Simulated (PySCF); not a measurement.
**Assigning NMR signals**

Geometry:
```csv
atom,x (Å),y (Å),z (Å)
Si1,0.507,-0.413,0.817
C2,0.626,-0.715,2.674
H3,-0.373,-0.742,3.137
H4,1.195,0.090,3.164
H5,1.138,-1.665,2.900
C6,2.263,-0.377,0.140
H7,2.719,-1.369,0.290
H8,2.894,0.355,0.668
H9,2.299,-0.143,-0.934
N10,-0.380,1.021,0.374
C11,-0.104,2.450,0.466
C12,1.198,2.791,-0.260
C13,-1.256,3.185,-0.223
C14,-0.009,2.914,1.927
H15,-1.377,0.830,0.421
H16,1.359,3.880,-0.271
H17,2.067,2.334,0.232
H18,1.163,2.430,-1.299
H19,-1.335,2.871,-1.275
H20,-1.109,4.276,-0.193
H21,-2.214,2.963,0.275
H22,0.829,2.417,2.439
H23,-0.932,2.660,2.472
H24,0.147,4.002,2.001
N25,-0.467,-1.736,0.239
C26,-0.694,-2.244,-1.111
C27,0.395,-3.255,-1.499
C28,-2.060,-2.935,-1.136
C29,-0.698,-1.095,-2.119
H30,-0.610,-2.463,0.933
H31,0.220,-3.680,-2.501
H32,1.385,-2.774,-1.497
H33,0.422,-4.087,-0.778
H34,-2.088,-3.766,-0.411
H35,-2.283,-3.351,-2.130
H36,-2.852,-2.222,-0.865
H37,0.271,-0.576,-2.143
H38,-1.464,-0.350,-1.864
H39,-0.900,-1.481,-3.129
```

All values are calculated (PySCF): structure optimised with PBE0-D3(BJ)/def2-SVP, σ from GIAO-wB97X-D/pcSseg-1. One conformer, no relativistic terms, isolated molecule, averaged over atoms made equivalent by symmetry, fast rotation or ring inversion.

Shifts are taken against calculated references (same method and geometry level): TMS for 13C (σref 184.54), 1H (σref 31.38).

(1) Assign these signals to the numbered atoms. 13C{1H} NMR (computed): δ 48.0 (C), 36.0 (CH3), 5.0 (CH3).

(2) Assign these signals to the numbered atoms. 1H NMR (300 MHz, computed): δ 1.14 (s, 18H), 0.14 (s, 6H), -0.05 (br s, 2H).

Results:

(1) 
| δ (ppm) | atoms | environment | reason |
| --- | --- | --- | --- |
| 48.0 | C11/C26 | carbon bonded to 3 C, N | – |
| 36.0 | C12/C13/C14/C27/C28/C29 | carbon bonded to C, 3 H | – |
| 5.0 | C2/C6 | carbon bonded to Si, 3 H | – |

(2) 
| δ (ppm) | atoms | environment | reason |
| --- | --- | --- | --- |
| 1.14 | H16/H17/H18/H19/H20/H21/H22/H23/H24/H31/H32/H33/H34/H35/H36/H37/H38/H39 | hydrogen on a carbon bonded to C | – |
| 0.14 | H3/H4/H5/H7/H8/H9 | hydrogen on a carbon bonded to Si | – |
| -0.05 | H15/H30 | hydrogen on a nitrogen bonded to C, Si | – |

OH/NH shifts are gas-phase values; hydrogen bonding in solution moves them, usually downfield. Shifts are as computed. Against solution values, carbons near 30 ppm lie about +1 ppm off and those near 130 ppm about +6 ppm. Of 1313 compounds with measured shifts, 239 miss one by over three times the rms of a fit or turn the order of signals round; such compounds aren't used in these exercises. No couplings were computed; multiplicities are counted from neighbouring protons, with m where these are inequivalent, close in shift, in a saturated or five-membered ring or joined by F or P, and br s for small geminal =CH2 splittings.
